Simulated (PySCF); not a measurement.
# Electronic structure of Ti³⁺ (titanium, charge +3) at the UHF level

Configuration: [Ar] 3d1, 2D determinant. Calculation: PySCF 2.14, in cc-pVDZ; no relativity, point nucleus.

```json
{
 "Total energy": "-846.736814 hartree",
 "One-electron energy": "-1135.8683 hartree",
 "Hartree (Coulomb) energy": "329.3439 hartree",
 "Exchange energy": "-40.2124 hartree",
 "Kinetic energy": "845.20726 hartree",
 "⟨S²⟩": "0.7514",
 "⟨L²⟩": "6.015",
 "Sum of ⟨r⟩": "12.24 bohr",
 "Sum of ⟨r²⟩": "13.20 bohr²",
 "Traceless quadrupole moment −½Σ⟨3z² − r²⟩ along its main axis": "0.492 e·bohr²",
 "Density at the nucleus (Gaussians lack the cusp)": "7080 bohr⁻³",
 "Spin density at the nucleus": "0.00764 bohr⁻³",
 "Langevin diamagnetic susceptibility": "-10.5 ×10⁻⁶ cm³/mol",
 "Time after the integrals": "0.09 s of wall time on 1 thread of Intel(R) Xeon(R) 6975P-C (shared host)"
}
```

```
shell  electrons  mean orbital energy (eV)  spread (eV)  rms radius, mean of both spins (bohr)
 1s α          1                   -5024.3            0                                 0.0812
 1s β          1                   -5024.3            0                                 0.0812
 2s α          1                   -620.17            0                                  0.353
 2s β          1                   -619.57            0                                  0.353
 2p α          3                   -521.43        0.057                                  0.321
 2p β          3                   -520.81        0.790                                  0.321
 3s α          1                   -112.66            0                                   1.07
 3s β          1                   -110.68            0                                   1.07
 3p α          3                   -82.932        1.304                                   1.17
 3p β          3                   -80.502        1.938                                   1.17
 3d α          1                   -44.479            0                                   1.36
```
